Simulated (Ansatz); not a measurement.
`FBBr` + CH₃NH₂ → `CNBF` + HBr  (ligand exchange at a B–Br bond)

Gas-phase electronic energies from Ansatz, PBE0-D4/def2-TZVP geometries. CCSD(T)/CBS adds triple-zeta CCSD(T) − MP2 to the extrapolated MP2 energy (def2 sets, frozen cores). This one scheme is used for every species. DFT in def2-TZVPP. HSE06 is defined as in plane-wave codes. For Br outer-core shells are correlated without core-valence functions, which leaves a few kJ/mol of doubt a bond. Scalar relativity is left out up to krypton. One conformer a species, not always the lowest.

`FBBr`:

Cartesian coordinates in Å:
```
F -0.640 1.162 -0.359
B 0.026 0.134 0.102
Br -0.068 -1.523 -0.834
H 0.681 0.228 1.091
```

CH₃NH₂:

Z-matrix (Å, degrees):
```
C
N 1 1.453
H 1 1.092 2 109.4
H 1 1.100 2 115.4 3 -121.6
H 1 1.092 2 109.4 3 116.8
H 2 1.012 1 110.6 3 62.6
H 2 1.012 1 110.6 3 -179.3
```

`CNBF`:

Cartesian coordinates in Å:
```
C 0.652 -0.817 -0.490
N 0.069 0.472 -0.208
B -0.883 0.743 0.765
F -1.332 1.997 0.910
H 1.736 -0.811 -0.345
H 0.226 -1.557 0.188
H 0.445 -1.140 -1.515
H 0.399 1.230 -0.787
H -1.312 -0.116 1.481
```

HBr:

```xyz
2

Br   -0.544   -0.425   -0.166
H     0.544    0.425    0.166
```

CCSD(T)/CBS gives -0.59 eV.

Question: Another level gave -0.60 eV. Which?
A. LDA (SPW92)/def2-TZVPP
B. BHLYP-D4/def2-TZVPP
C. revPBE/def2-TZVPP
D. HSE06/def2-TZVPP

Answer: D. HSE06 -0.60, BHLYP-D4 -0.67, LDA (SPW92) -0.75, revPBE -0.54 eV.

Largest T1 diagnostic among the species: 0.012.

From BLYP to BHLYP (50 % exact exchange), in def2-TZVPP and without D4, ΔE moves by −0.04 eV. At CCSD(T), def2-SVP lies −0.17 eV from the extrapolated value and def2-TZVPP −0.02 eV. Leaving LDA and LC-ωPBE aside and taking each functional with its dispersion term where it has one, the values, not all of them listed here, spread over 0.13 eV, from CAM-B3LYP-D4 to revPBE-D4. LDA lies −0.15 eV from PBE without D4.
